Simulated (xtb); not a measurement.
C₂HF₅, charge -1, doublet, at the geometry of the source list (a state made from the parent by changing its charge; the spin is typed, not shown lowest). Base run: xtb with GFN2-xTB.

Input for xtb:
```
$ xtb mol.xyz --gfn 2 --chrg -1 --uhf 1 --json

# file mol.xyz
8

F      1.10220000    -1.19930000     0.67480000
C      0.77990000    -0.12100000    -0.05470000
F      1.41890000     0.93700000     0.46610000
C     -0.74820000     0.11140000     0.00470000
F     -1.19280000     0.29790000     1.23880000
F     -1.07750000     1.18140000    -0.72060000
F     -1.39140000    -0.93590000    -0.51370000
H      1.10880000    -0.27150000    -1.09550000
```

Each row names what was changed in the base input (with any setting that the change needs).

```tsv
change	ΔE vs base (kJ/mol)	SCF cycles
base	0.00	9
gbsa = toluene	-208.1	9
acc = 0.0001	0.00	15
acc = 0.1	0.00	11
acc = 1000	0.00	6
etemp = 1000	-2.07	10
```

ALPB and GBSA are two models with their own fitted parameters for each solvent, which aren't always the measured dielectric constant.
